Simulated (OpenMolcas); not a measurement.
## What dynamic correlation does to the levels of S²⁺

```yaml
Program: OpenMolcas
Basis: ANO-R3 [6s5p4d3f1g]
Scalar_Hamiltonian: X2C, finite nucleus
Active_space: 2 electrons in 3 orbitals (3p)
State_averaging: 2S+1 = 3 even, 3 roots; 2S+1 = 1 even, 6 roots
Spin-orbit_coupling: RASSI with atomic mean-field integrals over the reference wave functions, term energies averaged over their components
```

Methods on the same reference wave functions:
A. CASSCF
B. SS-CASPT2, IPEA 0.25 Eh, imaginary shift 0.1 Eh (closed shells correlated: 2s 2p 3s)

Energies in cm⁻¹ above 3s² 3p² ³P₀, the measured ground level; measured values from NIST levels in Podobedova, Kelleher and Wiese, J. Phys. Chem. Ref. Data 38, 171 (2009).

```json
{"Level": "3s² 3p² ³P₀", "A": "0.0", "B": "0.0", "Measured": "0.0"}
{"Level": "3s² 3p² ³P₁", "A": "268", "B": "272", "Measured": "299"}
{"Level": "3s² 3p² ³P₂", "A": "765", "B": "766", "Measured": "833"}
{"Level": "3s² 3p² ¹D₂", "A": "14263", "B": "11010", "Measured": "11323"}
{"Level": "3s² 3p² ¹S₀", "A": "34658", "B": "26980", "Measured": "27161"}
```

Deviations, from unrounded energies. A percentage is the sum of absolute deviations over the sum of measured energies, with the sign that they share, or ± where signs differ.

```csv
Against measurement,Levels,A,B
mean absolute deviation (cm-1),4,2600,150
fine structure of the ground term (%),2,-8.8,-8.3
other terms of the ground configuration (%),2,+27.1,-1.3
```

B lies closest to measurement on these levels. The largest miss of B in the table is 3s² 3p² ¹D₂, by -310 cm-1. The ranking rests on the paired levels alone, and a cruder setting can come out closer through cancelling errors.

From A to B the spin-free energies of the other terms of 3s² 3p² shown, above ³P, scale by factors of 0.76 to 0.77.

The lowest spin-free term lies below A's lowest term by 0.357 hartree in B.

CASPT2 breaks the degeneracy within a term, and the mean is taken; among the terms shown or strongly mixed into the levels shown the widest spread is 88 cm-1 (3s² 3p² ¹D, B). With the s shell closed, the reference lacks s² → p² mixing. Measured partners are found by configuration, term and J. A level has none where our copy of the source lacks it or the pairing is in doubt (some pairs that miss far off the trend of their configuration count as doubtful), and it then counts in no deviation. Only configurations of the active space appear.
